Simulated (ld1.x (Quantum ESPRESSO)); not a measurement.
**Before and after: TM potential for lead**

- Element: lead
- Generator: ld1.x (Quantum ESPRESSO) 7.5
- Type: norm-conserving Troullier–Martins (Kleinman–Bylander form)
- Functional: LDA (PZ)
- Relativity: fully relativistic
- Frozen core: [Xe] 4f14 5d10
- Valence charge: 4
- Reference configuration: 6s2 6p2
- Partial waves: 6s (bound): rc 2.10 bohr; 6p (bound): rc 2.15 bohr; 6d channel at 0.05 Ry: rc 2.05 bohr
- Local potential: the d channel
- Core correction: none

Open shells are filled in proportion to 2j + 1 (rel_dist='average').

Change: core correction a·sin(br)/r model core inside 1.24 bohr.

Cutoffs: the cutoffs (Ry, on a coarse ladder) from which the occupation-weighted sum of valence levels, in a spherical-Bessel basis at the reference potential, stays within 10 and 1 mRy of its value at 400 Ry; they do not see the model core or the augmentation charge, which bear on the density cutoff. Errors are all-electron minus pseudo energies relative to the spin-unpolarised reference configuration.

Task: Predict the effect on cutoff, ghosts and configuration errors.

Result: The potential gets neither clearly harder nor softer (25 Ry and 45 Ry → 25 Ry and 45 Ry); both files keep a bound ghost (p, s); of the 7 tests that both files solve, the error grows in 7 and shrinks in 0 by more than 15 % and 0.3 meV (median size 16.1 → 92.8 meV). A model core, the more so a compact one, raises the density cutoff, which this test does not measure.

| quantity | base | changed |
| --- | --- | --- |
| cutoff, loose | 25 Ry | 25 Ry |
| cutoff, tight | 45 Ry | 45 Ry |
| bound ghosts | s, p3/2, p1/2 | s, p3/2, p1/2 |
| error for 6s2 6p1, meV [ΔE 6.96 eV] | +6.9 | -18 |
| error for 6s2 6p0, meV [ΔE 20.88 eV] | +58 | -129 |
| error for 6s1 6p0, meV [ΔE 53.75 eV] | +253 | -641 |
| error for 6s0 6p4, meV [ΔE 17.66 eV] | +90 | -133 |
| error for 6s1 6p2, meV [ΔE 16.37 eV] | +6.7 | -93 |
| error for 6s2 6p2.3, meV [ΔE -0.89 eV] | +0.1 | -0.7 |
| error for 6s1 6p3, meV [ΔE 8.64 eV] | +16 | -35 |
| s: phases at 2.34 bohr within 0.05 rad from the reference energy up to (Ry; the scan ends near 5) | 2.6 | 2.6 |
| p1/2: phases at 2.34 bohr within 0.05 rad from the reference energy up to (Ry; the scan ends near 5) | 4.1 | 4.1 |
| p3/2: phases at 2.34 bohr within 0.05 rad from the reference energy up to (Ry; the scan ends near 5) | to the end of the scan | to the end of the scan |
| d3/2: phases at 2.34 bohr within 0.05 rad from the reference energy up to (Ry; the scan ends near 5) | 0.2 | 0.2 |
| d5/2: phases at 2.34 bohr within 0.05 rad from the reference energy up to (Ry; the scan ends near 5) | 0.6 | 0.6 |

 A true bound ghost makes a file unfit for plane-wave use even where its test errors are small: the radial tests pick states by their node count and pass the ghost by.
